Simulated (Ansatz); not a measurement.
Relaxation of BF2H3O2 (8 atoms, charge 0, multiplicity 1), to a largest force component of 0.03 eV/Å in at most 50 steps.

Computed with Ansatz 0.2.0, RKS CAM-B3LYP-D4/def2-SVP.

```xyz
8
Properties=species:S:1:pos:R:3
B -0.109 -0.342 -0.149
F -0.127 -0.689 1.137
O 1.022 -0.405 -0.874
H 1.778 -0.730 -0.377
F -1.253 -0.061 -0.730
O 0.051 1.978 1.024
H 0.966 2.251 1.168
H -0.128 1.343 1.754
```

Q: Where does it end, and by what steps?

A: The forces met the threshold. After 11 steps the energy has fallen by 0.117 eV; H7 moved furthest, 0.61 Å.

| step | energy less start (eV) | largest force component (eV/Å) | accepted |
| --- | --- | --- | --- |
| 0 | 0.0000 | 0.654 | yes |
| 1 | -0.0285 | 0.918 | yes |
| 2 | -0.0300 | 1.847 | yes |
| 3 | -0.0734 | 0.875 | yes |
| 4 | -0.0754 | 0.389 | yes |
| 5 | -0.0997 | 0.320 | yes |
| 6 | -0.1070 | 0.180 | yes |
| 7 | -0.1115 | 0.287 | yes |
| 8 | -0.1147 | 0.159 | yes |
| 9 | -0.1163 | 0.121 | yes |
| 10 | -0.1170 | 0.139 | yes |
| 11 | -0.1173 | 0.027 | yes |

```xyz
8
Properties=species:S:1:pos:R:3
B -0.097 -0.091 0.004
F -0.213 -0.877 1.102
O 1.109 -0.074 -0.658
H 1.754 -0.650 -0.233
F -1.205 0.122 -0.706
O -0.018 1.575 0.919
H 0.839 1.944 0.657
H 0.029 1.395 1.868
```

Time of the run: 25 s on 2 threads of Arm Neoverse V1, with other jobs on the host, peak memory 0.18 GiB.
